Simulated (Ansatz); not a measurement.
Ansatz (a quantum-chemistry and plane-wave program) input (B3LYP-D3(BJ)/def2-TZVP):

Ansatz 0.2 input:
```yaml
crystal:
  periodic: [false, false, false]
  atoms:
    - {symbol: B, position_ang: [0.02429918, 0.84153320, 0.33877179]}
    - {symbol: O, position_ang: [0.64551909, -0.29165395, -0.06548430]}
    - {symbol: C, position_ang: [2.03759106, -0.45908858, -0.05735643]}
    - {symbol: O, position_ang: [-1.31193948, 0.94446472, 0.29003825]}
    - {symbol: C, position_ang: [-2.14490186, -0.10094664, -0.16522971]}
    - {symbol: H, position_ang: [0.60352180, 1.78514923, 0.74164751]}
    - {symbol: H, position_ang: [2.54889456, 0.42756385, 0.32854192]}
    - {symbol: H, position_ang: [2.37695970, -0.65512778, -1.07821880]}
    - {symbol: H, position_ang: [2.28521807, -1.31969530, 0.57025214]}
    - {symbol: H, position_ang: [-1.60060748, -0.78466799, -0.81823092]}
    - {symbol: H, position_ang: [-2.53025787, -0.65700983, 0.69318973]}
    - {symbol: H, position_ang: [-2.97933009, 0.34837213, -0.70652327]}
basis:
  gaussian:
    orbitals: def2-TZVP
hamiltonian:
  xc: b3lyp
  dispersion: d3bj
relax: {f_tol: 0.002, max_steps: 150}
```

End of the output:

```
reference -6963.78686727 eV, -255.9144471477 hartree; 20, 20 occupied and 177, 177 virtual orbitals, 1139 factors
Total energy: -6964.09012966 eV, -255.9255918350 hartree
Atom 0 at     0.026961     0.878249     0.259723 Å, force    -0.000148    -0.000793    -0.001246 eV/Å
Atom 1 at     0.617056    -0.311241    -0.032013 Å, force     0.000532     0.000679     0.001271 eV/Å
Atom 2 at     2.023650    -0.492046     0.038919 Å, force    -0.001162     0.000327    -0.000188 eV/Å
Atom 3 at    -1.318036     1.009412     0.180380 Å, force    -0.000118    -0.000420     0.000080 eV/Å
Atom 4 at    -2.141410    -0.088681    -0.207727 Å, force     0.000422     0.000974     0.000335 eV/Å
Atom 5 at     0.667058     1.831684     0.590253 Å, force     0.000098    -0.000062     0.000073 eV/Å
Atom 6 at     2.529991     0.426917     0.342533 Å, force     0.000139     0.000098     0.000184 eV/Å
Atom 7 at     2.392506    -0.798434    -0.940945 Å, force     0.000372     0.000036    -0.000332 eV/Å
Atom 8 at     2.245319    -1.279447     0.760726 Å, force    -0.000003    -0.000335     0.000006 eV/Å
Atom 9 at    -1.881341    -0.436783    -1.208969 Å, force    -0.000391    -0.000063     0.000385 eV/Å
Atom 10 at    -2.034689    -0.921752     0.489361 Å, force    -0.000240     0.000006    -0.000489 eV/Å
Atom 11 at    -3.172099     0.261015    -0.200843 Å, force     0.000499    -0.000446    -0.000078 eV/Å
Dipole moment:     0.185391    -0.271358    -0.061879 e Å
```
